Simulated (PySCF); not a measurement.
**Correlation energy of Pt⁺ (platinum, charge +1)**

Starting occupation: [Xe] 4f14 5d8 6s1, 5d3/2 with m_j = -1/2, +1/2, +3/2, 5d5/2 with m_j = -3/2, -1/2, +1/2, +3/2, +5/2, 6s1/2 with m_j = +1/2. All numbers are calculated (PySCF 2.14, X2C-1e with screened-nucleus spin-orbit coupling, Gaussian nucleus, in x2c-SVPall-2c with one added diffuse shell each of s, d type (8s9p10d2f, 99 functions)). Frozen: [Kr] 4d10 4f14; 17 electrons correlated; the 22 highest virtual spinors left out.

MP2 pair energies summed by pair of shells (mhartree):

| pair | energy | share (%) |
| --- | --- | --- |
| 5d-5d | -118.08 | 48.9 |
| 5d-5p | -66.38 | 27.5 |
| 5p-5p | -25.18 | 10.4 |
| 5d-6s | -16.07 | 6.7 |
| 5d-5s | -5.33 | 2.2 |
| 5p-5s | -4.68 | 1.9 |
| 5p-6s | -3.40 | 1.4 |
| 5s-5s | -1.74 | 0.7 |
| 5s-6s | -0.38 | 0.2 |

Total MP2 correlation energy: -241.26 mhartree.

The GHF reference relaxed away from the jj start to a determinant that is no pure jj level (⟨S²⟩ = 3.80, ⟨J²⟩ = 24.76); the energies belong to that determinant.

This basis was not built for core-valence correlation, so the inner-shell part is incomplete.
